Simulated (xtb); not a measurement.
C₆H₁₄Sb, doublet, from a rough starting geometry (the spin is typed, not shown lowest); GFN2-xTB run with xtb.

Here is a job for xtb.
```
$ xtb mol.xyz --gfn 2 --uhf 1 --opt vtight --json

# file mol.xyz
21

Sb     1.46100672    -0.55704693    -0.18916077
C      0.04959851    -0.47195980     1.62275711
C      0.70589624    -1.26461075     2.77857747
C     -1.24475644    -0.97279198     1.24707812
H      0.08918680     0.54370989     1.93688094
H      0.11634601    -1.18947803     3.65584864
H      0.81751779    -2.32287044     2.49354069
H      1.77803594    -0.88892331     3.02109647
H     -1.72192628    -0.39945364     0.52265642
H     -1.88634603    -0.93065532     2.15105968
H     -1.22751271    -2.03805300     0.94952040
C      0.22875840     0.88367744    -1.25753588
C     -0.61743791     0.10750552    -2.32017910
C      1.03942661     1.93296761    -1.94106154
H     -0.55806720     1.28648518    -0.59137025
H     -1.33749073     0.79657919    -2.80559077
H      0.04695273    -0.31892782    -3.04672160
H     -1.21706649    -0.72382513    -1.90531365
H      1.61211624     2.50915646    -1.23349097
H      0.31498666     2.61263125    -2.47854729
H      1.71199410     1.50574108    -2.66610160
```

It wrote (shortened):

```
   ID    Z sym.   atoms
    1   51 Sb     1
    2    6 C      2-4, 12-14
    3    1 H      5-11, 15-21

           -------------------------------------------------
          |                Calculation Setup                |
           -------------------------------------------------

           -------------------------------------------------
          |                 G F N 2 - x T B                 |
           -------------------------------------------------

          ...................................................
          :                      SETUP                      :
          :.................................................:
          :  # basis functions                  48          :
          :  # atomic orbitals                  47          :
          :  # shells                           29          :
          :  # electrons                        43          :
          :  max. iterations                   250          :
          :  Hamiltonian                  GFN2-xTB          :
          :  restarted?                      false          :
          :  GBSA solvation                  false          :
          :  PC potential                    false          :
          :  electronic temp.          300.0000000     K    :
          :  accuracy                    1.0000000          :
          :  -> integral cutoff          0.2500000E+02      :
          :  -> integral neglect         0.1000000E-07      :
          :  -> SCF convergence          0.1000000E-05 Eh   :
          :  -> wf. convergence          0.1000000E-03 e    :
          :  Broyden damping             0.4000000          :
          :  net charge                          0          :
          :  unpaired electrons                  1          :
          ...................................................

 iter      E             dE          RMSdq      gap      omega  full diag
   1    -22.3914125 -0.223914E+02  0.318E+00    2.93       0.0  T
   2    -22.4369923 -0.455798E-01  0.356E+00    2.48       1.0  T
   3    -22.4548498 -0.178576E-01  0.215E+00    2.64       1.0  T
   4    -22.4566980 -0.184815E-02  0.459E-01    2.69       1.0  T
   5    -22.4570850 -0.387033E-03  0.184E-01    2.74       1.0  T
   6    -22.4571911 -0.106067E-03  0.616E-02    2.72       1.0  T
   7    -22.4571943 -0.320404E-05  0.426E-02    2.72       1.0  T
   8    -22.4571947 -0.472291E-06  0.213E-02    2.72       1.0  T
   9    -22.4571964 -0.169015E-05  0.751E-03    2.72       2.9  T
  10    -22.4571965 -0.481251E-07  0.130E-03    2.72      16.7  T
  11    -22.4571965 -0.119804E-08  0.797E-04    2.72      27.4  T
  12    -22.4571965 -0.422929E-09  0.312E-04    2.72      70.0  T

   *** convergence criteria satisfied after 12 iterations ***

         :::::::::::::::::::::::::::::::::::::::::::::::::::::
         ::                     SUMMARY                     ::
         :::::::::::::::::::::::::::::::::::::::::::::::::::::
         :: total energy             -22.152104360574 Eh    ::
         :: gradient norm              0.133674989772 Eh/a0 ::
         :: HOMO-LUMO gap              2.721781863136 eV    ::
         ::.................................................::
         :: SCC energy               -22.457137054814 Eh    ::
         :: -> isotropic ES            0.012456567254 Eh    ::
         :: -> anisotropic ES          0.005665078658 Eh    ::
         :: -> anisotropic XC          0.012453436731 Eh    ::
         :: -> dispersion             -0.015584176706 Eh    ::
         :: repulsion energy           0.305032694240 Eh    ::
         :: add. restraining           0.000000000000 Eh    ::
         :: total charge               0.000000000000 e     ::
         :::::::::::::::::::::::::::::::::::::::::::::::::::::

      -----------------------------------------------------------
     |                   =====================                   |
     |                        A N C O P T                        |
[...]
 * total energy  :   -22.1705040 Eh     change       -0.1542621E-04 Eh
 * total energy  :   -22.1705200 Eh     change       -0.1598205E-04 Eh
 * total energy  :   -22.1705311 Eh     change       -0.1109638E-04 Eh
 * total energy  :   -22.1705387 Eh     change       -0.7583121E-05 Eh
 * total energy  :   -22.1705457 Eh     change       -0.6983267E-05 Eh
 * total energy  :   -22.1705522 Eh     change       -0.6501189E-05 Eh
 * total energy  :   -22.1705561 Eh     change       -0.3874703E-05 Eh
 * total energy  :   -22.1705572 Eh     change       -0.1110937E-05 Eh
 * total energy  :   -22.1705574 Eh     change       -0.2424771E-06 Eh
 * total energy  :   -22.1705576 Eh     change       -0.1441930E-06 Eh
 * total energy  :   -22.1705577 Eh     change       -0.1567517E-06 Eh
 * total energy  :   -22.1705578 Eh     change       -0.5154610E-07 Eh
   *** GEOMETRY OPTIMIZATION CONVERGED AFTER 25 ITERATIONS ***
         :: total energy             -22.170557772544 Eh    ::
[...]
     2   6 C        3.751    -0.080    22.083     6.702
     3   6 C        3.798    -0.099    22.393     6.738
     4   6 C        3.796    -0.096    22.342     6.731
     5   1 H        0.925     0.015     2.803     2.618
     6   1 H        0.924     0.030     2.581     2.512
     7   1 H        0.925     0.024     2.678     2.559
     8   1 H        0.925     0.022     2.698     2.569
     9   1 H        0.925     0.028     2.618     2.530
    10   1 H        0.924     0.028     2.612     2.527
    11   1 H        0.925     0.025     2.665     2.553
    12   6 C        3.750    -0.081    22.106     6.705
    13   6 C        3.795    -0.097    22.354     6.733
    14   6 C        3.796    -0.098    22.382     6.737
    15   1 H        0.925     0.018     2.771     2.603
    16   1 H        0.924     0.029     2.606     2.524
    17   1 H        0.925     0.024     2.677     2.559
    18   1 H        0.925     0.024     2.666     2.553
    19   1 H        0.925     0.024     2.669     2.555
    20   1 H        0.924     0.030     2.591     2.517
    21   1 H        0.925     0.023     2.685     2.562

 Mol. C6AA /au·bohr⁶  :       5013.084275
 Mol. C8AA /au·bohr⁸  :     190504.055420
 Mol. α(0) /au        :        115.474294

Wiberg/Mayer (AO) data.
largest (>0.10) Wiberg bond orders for each atom

 ---------------------------------------------------------------------------
     #   Z sym  total        # sym  WBO       # sym  WBO       # sym  WBO
 ---------------------------------------------------------------------------
     1  51 Sb   1.931 --     2 C    0.924    12 C    0.922
     2   6 C    3.974 --     3 C    1.032     4 C    1.029     5 H    0.972
                             1 Sb   0.924
     3   6 C    3.997 --     2 C    1.032     7 H    0.989     8 H    0.988
                             6 H    0.979
     4   6 C    3.997 --     2 C    1.029    11 H    0.988     9 H    0.985
                            10 H    0.978
     5   1 H    1.000 --     2 C    0.972
     6   1 H    0.998 --     3 C    0.979
     7   1 H    0.999 --     3 C    0.989
     8   1 H    1.000 --     3 C    0.988
     9   1 H    0.999 --     4 C    0.985
    10   1 H    0.999 --     4 C    0.978
    11   1 H    0.999 --     4 C    0.988
    12   6 C    3.973 --    14 C    1.031    13 C    1.030    15 H    0.973
                             1 Sb   0.922
    13   6 C    3.997 --    12 C    1.030    17 H    0.989    18 H    0.986
                            16 H    0.978
    14   6 C    3.997 --    12 C    1.031    21 H    0.989    19 H    0.987
                            20 H    0.978
    15   1 H    1.000 --    12 C    0.973
    16   1 H    0.999 --    13 C    0.978
    17   1 H    0.999 --    13 C    0.989
    18   1 H    0.999 --    13 C    0.986
    19   1 H    0.999 --    14 C    0.987
    20   1 H    0.999 --    14 C    0.978
    21   1 H    0.999 --    14 C    0.989
 ---------------------------------------------------------------------------

Topologies differ in total number of bonds
Writing topology from bond orders to xtbtopo.mol

molecular dipole:
                 x           y           z       tot (Debye)
 q only:        0.404      -0.278      -0.106
   full:       -0.130       0.070       0.024       0.380
molecular quadrupole (traceless):
                xx          xy          yy          xz          yz          zz
 q only:        2.057      -1.100       0.205      -0.290       1.311      -2.263
  q+dip:       -0.533       0.160       0.685      -0.275       0.611      -0.153
   full:       -0.975       0.579       0.174      -0.037      -0.293       0.801

optimized geometry written to: xtbopt.xyz

           -------------------------------------------------
          | TOTAL ENERGY              -22.170557772544 Eh   |
          | GRADIENT NORM               0.000100568519 Eh/α |
          | HOMO-LUMO GAP               2.908898953083 eV   |
           -------------------------------------------------

normal termination of xtb
```
